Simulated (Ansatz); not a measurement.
Basis sets compared for `c1csc(-c2ccc(-c3ccc(-c4ccc(-c5ccc(-c6ccc(-c7ccc(-c8ccc(-c9cccs9)s8)s7)s6)s5)s4)s3)s2)c1`. Charge 0, multiplicity 1. Geometry PBE-D4/def2-SVP. Ansatz on 4 threads of AMD EPYC 7R13 on a shared host and a share (37 GiB) of an NVIDIA H100 80GB HBM3; times are rough, and most runs start from earlier orbitals.

```xyz
65

C    10.682   -2.294  -12.246
C    10.824   -0.940  -12.000
S     9.833   -0.425  -10.679
C     9.198   -2.040  -10.437
C     8.237   -2.331   -9.398
C     7.717   -3.573   -9.026
C     6.788   -3.501   -7.964
C     6.574   -2.203   -7.493
C     5.709   -1.753   -6.434
C     5.455   -0.455   -5.984
C     4.536   -0.399   -4.912
C     4.063   -1.652   -4.515
C     3.128   -1.990   -3.476
C     2.711   -3.252   -3.040
C     1.768   -3.207   -1.991
C     1.436   -1.907   -1.593
C     0.518   -1.498   -0.564
C    -0.200   -2.304    0.327
C    -1.021   -1.573    1.211
C    -0.955   -0.188    1.025
C    -1.640    0.858    1.733
C    -1.587    2.243    1.542
C    -2.402    2.971    2.434
C    -3.103    2.163    3.336
C    -4.009    2.564    4.379
C    -4.378    3.859    4.758
C    -5.292    3.893    5.834
C    -5.648    2.626    6.308
C    -6.538    2.272    7.381
C    -6.921    1.007    7.836
C    -7.817    1.045    8.929
C    -8.142    2.340    9.339
C    -9.017    2.747   10.415
C    -9.736    1.941   11.298
C   -10.498    2.683   12.242
C   -10.364    4.051   12.084
S    -9.302    4.439   10.774
S    -7.313    3.518    8.342
S    -4.824    1.383    5.387
S    -2.728    0.474    3.054
S     0.151    0.193   -0.282
S     2.323   -0.736   -2.551
S     4.782   -2.913   -5.501
S     7.548   -1.064   -8.403
C     9.761   -2.921  -11.363
H    11.225   -2.820  -13.043
H    11.458   -0.212  -12.521
H     8.014   -4.509   -9.516
H     6.276   -4.376   -7.539
H     5.932    0.428   -6.431
H     4.217    0.534   -4.426
H     3.092   -4.184   -3.481
H     1.325   -4.099   -1.528
H    -0.119   -3.399    0.332
H    -1.656   -2.034    1.981
H    -0.964    2.707    0.763
H    -2.488    4.065    2.429
H    -3.985    4.757    4.263
H    -5.694    4.819    6.268
H    -6.554    0.079    7.376
H    -8.224    0.150    9.416
H    -9.708    0.844   11.260
H   -11.128    2.228   13.018
H   -10.830    4.857   12.663
H     9.505   -3.988  -11.400
```

Single mean-field runs in def2-SVP, def2-TZVP are fitted with def2-universal-jkfit.

Binding counts from free atoms (C triplet, S triplet, H doublet) in the same basis, without a counterpoise term.

```tsv
level	functions	energy (Eh)	HOMO (eV)	LUMO (eV)	binding per atom (eV)	wall time
PBE-D4/def2-SVP (with forces)	766	-4962.3769	-4.30	-3.00	5.51	4.8 s
PBE0-D4/def2-SVP (with forces)	766	-4962.7262	-5.01	-2.55	5.36	7 s
```

Estimate the rows for PBE-D4/def2-TZVP, PBE0-D4/def2-TZVP.


| level | functions | energy (Eh) | HOMO (eV) | LUMO (eV) | binding per atom (eV) | wall time |
| --- | --- | --- | --- | --- | --- | --- |
| PBE-D4/def2-TZVP | 1569 | -4965.0821 | -4.33 | -3.08 | 5.44 | 8.5 s |
| PBE0-D4/def2-TZVP | 1569 | -4965.4144 | -4.98 | -2.58 | 5.29 | 11 s |
